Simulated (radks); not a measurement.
The aluminium anion Al- inside a hard spherical wall (all orbitals vanish at R), configuration held at [Ne] 3s2 3p2 and not refilled when levels cross. All-electron calculation, non-relativistic Kohn-Sham, PBEsol, spin-polarised, spherical densities, point nucleus; open shells are filled with parallel spins first. Program: a radial shooting solver on a logarithmic mesh with Libxc functionals. Eigenvalues in eV for spin up, with the zero of energy where the potential of the charges vanishes at infinity; a dash marks a level that is unbound or too diffuse for the functional's potential to be trusted. A positive occupied level is held by the wall or, in an anion where self-interaction has pushed it up, behind a barrier. The pressure on the wall is -dE/dV.

R (bohr)	E (hartree)	kinetic (hartree)	e(2s)	e(2p)	e(3s)	e(3p)	e(4s, empty)	e(4p, empty)	pressure (GPa)
20	-241.76808	241.313	-102.15	-64.340	-3.137	1.297	1.825	2.201	0.00104
15	-241.76635	241.316	-101.88	-64.072	-2.898	1.501	2.474	3.281	0.00681
12	-241.76272	241.327	-101.52	-63.705	-2.600	1.774	3.327	4.671	0.0343
8	-241.73326	241.429	-99.942	-62.129	-1.506	2.979	7.161	10.047	0.736
6	-241.63632	241.768	-97.029	-59.215	0.362	5.322	14.552	18.988	6.54
5	-241.46919	242.302	-93.706	-55.892	2.670	8.258	23.631	29.208	24.6
3.5	-240.46643	244.999	-82.703	-44.884	12.952	20.840	61.577	69.183	275
3	-239.44209	247.474	-75.794	-37.965	22.064	31.420	92.541	100.28	741
2.5	-237.30028	252.396	-65.528	-27.608	40.033	51.263	148.75	154.85	2340
